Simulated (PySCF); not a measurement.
CH3Cl3OSi. Atoms are numbered in the order given.

```xyz
9

C     -2.3881    -1.1501     0.0000
O     -0.9740    -1.3197     0.0000
Si     0.1102    -0.0795     0.0000
Cl    -0.1374     1.1052    -1.6698
Cl     1.9740    -0.9205     0.0000
Cl    -0.1374     1.1052     1.6698
H     -2.8501    -2.1562     0.0000
H     -2.7288    -0.5993     0.9036
H     -2.7288    -0.5993    -0.9036
```

Geometry optimised at PBE-D3(BJ)/def2-SVP. The values are those of a single conformer.

Calculation: CAM-B3LYP/def2-TZVP (PySCF).

Symmetry labels are those of the subgroup Cs that the program uses (full group Cs).

Computed valence orbital energies around the gap with their symmetry:
```tsv
orbital	symmetry	energy (eV)
HOMO−7	A'	-11.91
HOMO−6	A'	-11.67
HOMO−5	A"	-11.61
HOMO−4	A'	-11.21
HOMO−3	A"	-11.13
HOMO−2	A'	-10.89
HOMO−1	A"	-10.68
HOMO	A"	-10.47
LUMO	A'	0.78
LUMO+1	A'	1.96
LUMO+2	A'	2.09
LUMO+3	A"	2.42
```
